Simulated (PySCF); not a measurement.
C₃H₈SeSi.
Structure used (PBE0-D3(BJ)/def2-SVP), in Å, numbered top down from 1:
```
atom  x, y, z in Å
Si1    2.2672   -0.3772   -0.3339
Se2    0.3495   -1.1709   -1.2734
C3    -0.7909    0.2328   -0.5835
C4    -2.1578   -0.1369   -0.0945
C5    -1.1125    0.3118    0.8801
H6     3.3567   -1.3081   -0.7510
H7     2.1662   -0.3493    1.1569
H8     2.5742    1.0054   -0.8116
H9    -0.6910    1.1731   -1.1334
H10   -2.9807    0.5408   -0.3370
H11   -2.4308   -1.1956   -0.0945
H12   -1.1998    1.3066    1.3257
H13   -0.6724   -0.4439    1.5368
```

Lines to be assigned: C 1s: 290.79 (area 2), 291.04 (area 1) eV; Si 1s: 1846.68 eV; Si 2p3/2: 106.88 eV.

Computed, not measured: PySCF 2.14.0, delta-SCF UKS SCAN, pcX-2 on the ionised atom, pcseg-1 elsewhere, spin-free X2C. One conformer (not necessarily the lowest) at the PBE0-D3(BJ)/def2-SVP geometry, without solvent, vibrations or thermal averaging.

Task: Which carbon gives which C 1s line?

Result: 290.79 eV: C4/C5 (three-membered-ring carbon); 291.04 eV: C3 (sp3 carbon bound to selenium). Lowest listed C 1s: C4/C5, bonded to 2 C and 2 H. Highest, 0.25 eV above it: C3, bonded to Se, 2 C and H. Summing the Pauling electronegativity differences to the bonded atoms, each weighted by its formal bond order, gives -0.70 for the lowest site and -0.35 for the highest.

Bonded neighbours of each site: Si1: Se and 3 H; C3: Se, 2 C and H; C4/C5: 2 C and 2 H.

Task: Which effective nuclear charge Zeff reproduces each element's mean 1s value in the hydrogen-like formula E = 13.606 eV × Zeff²?

Result: C (Z = 6): mean 290.9 eV, Zeff = 4.62, Z − Zeff = 1.38; Si (Z = 14): mean 1846.7 eV, Zeff = 11.65, Z − Zeff = 2.35. Means run over the listed sites, weighted by atom count.

Topologically equivalent atoms share the value of their first member; where this conformer doesn't relate them by symmetry, their own values could differ. Spin–orbit coupling isn't in the SCF: each 2p doublet comes from a relaxed spin-free hole plus a matrix of the shell (mean-field spin–orbit coupling and the ground-state 2p splitting), with 2p3/2 averaged over its two sublevels. 2p1/2 minus 2p3/2 (ligand field included): Si 0.62 eV. No level of selenium is listed.

Hardware: one thread of an Arm Neoverse N1, no GPU, shared host with 64 logical CPUs at a one-minute load of 61. Cost: 50 s of wall time, 0.52 GiB resident at most.
